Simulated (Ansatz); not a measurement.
Input for Ansatz (a first-principles code): R-r2SCAN/def2-TZVPP on FH3Si2 (SMILES F[Si][SiH3]), a point of a torsion scan.

Ansatz 0.2 input:
```yaml
crystal:
  periodic: [false, false, false]
  atoms:
    - {symbol: F, position_ang: [2.53945537, 0.40088037, -0.00489692]}
    - {symbol: Si, position_ang: [1.51453987, -0.89502294, 0.04134817]}
    - {symbol: Si, position_ang: [-0.56573325, 0.06127710, -0.02745138]}
    - {symbol: H, position_ang: [-1.00274137, 1.39382946, -0.47179873]}
    - {symbol: H, position_ang: [-1.12190299, -0.07317465, 1.33353339]}
    - {symbol: H, position_ang: [-1.35711323, -0.86939624, -0.85781942]}
basis:
  gaussian:
    orbitals: def2-TZVPP
hamiltonian:
  xc: {name: r2SCAN}
scf: {lower_state_search: off}
```

Program output:

```
WARN ansatz: RAYON_NUM_THREADS=1 ignored (pool sized by the plan → 1); use --threads N
Functional definition: r2SCAN
these checks for a lower state are left out or cut short: stability, starts, cluster_reference, orbital_swaps, neighbouring_geometries, increment
integrals: 0.07 GiB planned
909 factors; their error is unknown
mean field: 0.48 GiB planned
mean field evaluation 1: about -18517.1449 eV, gradient 3.6e1 eV
mean field evaluation 2: about -18507.6977 eV, gradient 8.6e1 eV
mean field evaluation 4: about -18519.5017 eV, gradient 3.7e0 eV
mean field evaluation 8: about -18519.5080 eV, gradient 1.7e-1 eV
mean field evaluation 16: about -18519.5081 eV, gradient 1.1e-5 eV
mean field -18519.50806580 eV, -680.5793684446 hartree, gradient 1.8e-6 eV, S^2 0.000000; 0 other end points of the search recorded, 0 dependent functions left out
reference -18519.50807724 eV, -680.5793688651 hartree; 20, 20 occupied and 137, 137 virtual orbitals, 909 factors
Total energy: -18519.50807724 eV, -680.5793688651 hartree
Checks for a lower state left out: stability, starts, cluster_reference, orbital_swaps, neighbouring_geometries, increment
```

The run converged.

Cost: very roughly 2.4 core-seconds.
